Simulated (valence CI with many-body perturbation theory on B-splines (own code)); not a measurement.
# Lu⁶⁶⁺: E2, E3, M1, M2 decay

Computed by configuration interaction combined with many-body perturbation theory (CI+MBPT): three valence electrons over a frozen Dirac-Fock core [He], a basis of 11 s, 11 p, 9 d, 7 f, 5 g, 2 h, 1 i functions for each j, with the one-electron correlation potential Σ1 (screened to all orders), the two-electron term Σ2, the three-electron term Σ3, Breit, model QED; selected single and double excitations, second order for the rest (own B-spline code, finite nucleus).

No measured spectrum was set against this ion. As an estimate, large intervals hold to a few tenths of a per cent, small ones and those within an open d or f shell to about a per cent.

Lines 1 to 32 of 32 in falling wavelength, among levels below 96265 × 10³ cm⁻¹, chosen from the decays that carry over 1 % of a level's rate. Wavelengths and rates use the calculated energies. Electric multipoles are in the length gauge, E1 and E2 with the static RPA response of the core. Weak lines are less certain than strong ones. Lines between different terms over intervals too small for the method are left out, as are lines whose strength nearly cancels. The highest levels of a list are the least certain.

Levels are named by their leading jj configuration (3d3/2^4 stands for four electrons in 3d with j = 3/2), which in mixed levels can hold well under half, so a name can repeat and another be missing. Letters in brackets count levels of one name in rising energy.

| λ vac (nm) | Upper | Lower | Type | A (s⁻¹) | Branch % |
| --- | --- | --- | --- | --- | --- |
| 1.091 | (2s 2p1/2 2p3/2) J=3/2 [a] | (2s 2p1/2^2) J=1/2 | M1 | 8.59e+09 | 11.8 |
| 1.059 | (2s 2p3/2 3d5/2) J=9/2 | (2s 2p1/2 3d5/2) J=7/2 | M1 | 7.97e+09 | 5.9 |
| 1.023 | (2s^2 2p3/2) J=3/2 | (2s^2 2p1/2) J=1/2 | M1 | 7.98e+09 | 26.2 |
| 0.1458 | (2s 2p1/2 3p1/2) J=1/2 [a] | (2s 2p1/2 2p3/2) J=3/2 [a] | E2 | 1.88e+12 | 1.1 |
| 0.1455 | (2s^2 3p1/2) J=1/2 | (2s^2 2p3/2) J=3/2 | E2 | 2.39e+12 | 25.8 |
| 0.1418 | (2s 2p3/2 3p3/2) J=7/2 | (2s 2p3/2^2) J=3/2 | E2 | 7.57e+10 | 2.2 |
| 0.1402 | (2s 2p3/2 3p3/2) J=7/2 | (2s 2p3/2^2) J=5/2 | E2 | 8.20e+11 | 23.8 |
| 0.1400 | (2s 2p3/2 3p3/2) J=1/2 [b] | (2s 2p3/2^2) J=3/2 | E2 | 1.43e+12 | 8.6 |
| 0.1396 | (2s^2 3p3/2) J=3/2 | (2s^2 2p3/2) J=3/2 | E2 | 1.20e+12 | 9.1 |
| 0.1383 | (2s 2p3/2 3p3/2) J=1/2 [b] | (2s 2p3/2^2) J=5/2 | E2 | 4.64e+11 | 2.8 |
| 0.1379 | (2s 2p3/2 3d5/2) J=9/2 | (2s 2p3/2^2) J=5/2 | M2 | 6.04e+10 | 44.9 |
| 0.1379 | (2s 2p3/2 3d5/2) J=9/2 | (2s 2p3/2^2) J=5/2 | E3 | 3.66e+09 | 2.7 |
| 0.1235 | (2s 2p3/2 3p3/2) J=7/2 | (2s 2p1/2 2p3/2) J=5/2 | E2 | 6.05e+11 | 17.6 |
| 0.1235 | (2s 2p1/2 3p3/2) J=5/2 | (2s 2p1/2^2) J=1/2 | E2 | 1.34e+12 | 2.0 |
| 0.1231 | (2s 2p3/2 3p3/2) J=7/2 | (2s 2p1/2 2p3/2) J=3/2 [a] | E2 | 9.75e+11 | 28.3 |
| 0.1230 | (2s 2p3/2 3p3/2) J=1/2 [b] | (2s 2p1/2 2p3/2) J=3/2 [b] | E2 | 1.37e+12 | 8.2 |
| 0.1228 | (2s^2 3p3/2) J=3/2 | (2s^2 2p1/2) J=1/2 | E2 | 1.47e+12 | 11.3 |
| 0.1217 | (2s 2p3/2 3d5/2) J=9/2 | (2s 2p1/2 2p3/2) J=5/2 | M2 | 2.26e+10 | 16.8 |
| 0.1217 | (2s 2p3/2 3d5/2) J=9/2 | (2s 2p1/2 2p3/2) J=5/2 | E3 | 3.38e+09 | 2.5 |
| 0.1213 | (2s 2p3/2 3d5/2) J=9/2 | (2s 2p1/2 2p3/2) J=3/2 [a] | E3 | 6.79e+09 | 5.0 |
| 0.1205 | (2p1/2 2p3/2 3d3/2) J=5/2 [a] | (2s 2p1/2 2p3/2) J=1/2 | E2 | 2.36e+12 | 1.4 |
| 0.1203 | (2p1/2 2p3/2 3d3/2) J=7/2 | (2s 2p1/2 2p3/2) J=3/2 [b] | E2 | 3.31e+12 | 8.8 |
| 0.1200 | (2s 2p1/2 3d3/2) J=5/2 | (2s^2 2p1/2) J=1/2 | E2 | 4.38e+12 | 1.7 |
| 0.1198 | (2p1/2^2 3d3/2) J=3/2 | (2s 2p1/2^2) J=1/2 | E2 | 7.43e+12 | 3.0 |
| 0.1195 | (2p1/2 2p3/2 3d3/2) J=7/2 | (2s 2p1/2 2p3/2) J=5/2 | E2 | 3.41e+12 | 9.1 |
| 0.1193 | (2p1/2 2p3/2 3d3/2) J=3/2 [a] | (2s 2p1/2 2p3/2) J=3/2 [a] | E2 | 5.17e+12 | 1.1 |
| 0.1192 | (2p1/2 2p3/2 3d3/2) J=5/2 [a] | (2s 2p1/2 2p3/2) J=3/2 [a] | E2 | 3.39e+12 | 2.0 |
| 0.1192 | (2p1/2 2p3/2 3d3/2) J=1/2 [a] | (2s 2p1/2 2p3/2) J=3/2 [a] | E2 | 6.77e+12 | 2.8 |
| 0.1191 | (2p1/2 2p3/2 3d3/2) J=7/2 | (2s 2p1/2 2p3/2) J=3/2 [a] | E2 | 7.40e+11 | 2.0 |
| 0.1184 | (2p1/2 2p3/2 3d5/2) J=9/2 | (2s 2p1/2 2p3/2) J=5/2 | E2 | 7.83e+12 | 61.8 |
| 0.1182 | (2p1/2 2p3/2 3d5/2) J=7/2 [a] | (2s 2p1/2 2p3/2) J=3/2 [a] | E2 | 7.00e+12 | 13.8 |
| 0.1181 | (2s 2p3/2 3d5/2) J=7/2 [b] | (2s^2 2p3/2) J=3/2 | E2 | 5.25e+12 | 1.1 |
